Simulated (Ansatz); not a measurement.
Program: Ansatz. Geometries: PBE0-D4/def2-TZVP. ΔE: electronic, gas phase. CCSD(T)/CBS is the MP2 limit (def2-TZVPP, def2-QZVPP) plus CCSD(T) − MP2 in def2-TZVPP, frozen cores. This one scheme is used for every species. One conformer a species, not always the lowest.

Consider the formal exchange of groups at a B–N bond: `CNBS` + `C[SiH2]O` → `O[SiH2]CBS` + CH₃NH₂.

```csv
level,ΔE (kJ/mol)
MP2/def2-TZVPP,106.1
MP2/def2-QZVPP,106.0
```

Problem. What does CCSD(T)/CBS give? (Estimate.)

Solution. Ansatz gave: +105.2 kJ/mol. The listed levels differ from it by 0.9, 0.8 kJ/mol.

Largest T1 diagnostic among the species: 0.013.

The D4 term adds −4.7 kJ/mol with B3LYP and −2.8 kJ/mol with PBE0; it sums over pairs of atoms, weighted by their polarisabilities, and B3LYP, whose exchange is more repulsive, gets the larger term. In def2-TZVPP, CCSD(T) changes the Hartree–Fock value by −8.1 kJ/mol (the triples alone add −1.1 kJ/mol) and MP2 by −7.5 kJ/mol.

B3LYP here is the variant with VWN-RPA as its local correlation; programs differ in this.
